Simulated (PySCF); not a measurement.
CH₃F₃OSi, SMILES OC[Si](F)(F)F. Heavy atoms are numbered as in [OH:1][CH2:2][Si:3]([F:4])([F:5])[F:6]. Hydrogens are named by the atom that carries them.

Geometry: B3LYP-D3(BJ)/def2-SVP. Other conformers were not sampled.

Computed with PBE/pcSseg-1 (PySCF).

GIAO shieldings, no solvent; atoms alike by connectivity are averaged. δ = σ(ref) − σ: ¹⁷O against H2O (σ = 334.3 ppm); ¹³C against TMS (σ = 182.0 ppm); ²⁹Si against TMS (σ = 335.4 ppm); ¹⁹F against CFCl3 (σ = 133.6 ppm); ¹H against TMS (σ = 31.49 ppm), references at their B3LYP-D3(BJ)/def2-TZVP geometries, non-relativistic.

| nucleus | atoms | count | δ (ppm) |
|---|---|---|---|
| ¹⁷O | O1 (OH) | 1 | -0.3 |
| ¹³C | C2 (CH2) | 1 | 54.5 |
| ²⁹Si | Si3 | 1 | -55.5 |
| ¹⁹F | F4 | 3 | -172.3 |
| ¹H | H on C2 | 2 | 4.07 |
| ¹H | H on O1 | 1 | -0.26 |
